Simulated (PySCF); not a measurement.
# Dipole response of Fe²⁺ (iron, charge +2)

[Ar] 3d6, high-spin 5D determinant. All numbers are calculated (PySCF 2.14, the non-relativistic Hamiltonian (point nucleus), in aug-cc-pwCVTZ (10s9p7d4f3g, 127 functions)). Coupled (time-dependent) response in atomic units; α is the mean over directions.

```tsv
method	mean α (bohr³)	α xx, yy, zz	C₆ (like pair)	S(−4)
r2SCAN0	3.539	3.770, 3.770, 3.077	10.36	6.623
```

S(−4) is the Cauchy moment in α(ω) = α(0) + S(−4) ω² + …

α(iu) at r2SCAN0:

```
u (hartree)  α(iu) (bohr³)
          0          3.539
     0.0500          3.523
      0.100          3.475
      0.200          3.308
      0.300          3.086
      0.500          2.632
      0.750          2.170
       1.00          1.823
       1.50          1.344
       2.00          1.033
       3.00         0.6644
       5.00         0.3399
```

A single London oscillator, α(iu) = α/(1 + u²/ω²), gives C₆ = (3/4) ω α². Matching the computed C₆ needs ω = 4 × 10.36 / (3 × 3.539²) = 1.10 hartree.

For an ion, C₆ is the dispersion term alone; charge-induced terms of lower order in 1/R come first.

The components differ because the open shell of this determinant is not spherical; for a pure term their mean is the scalar polarisability.
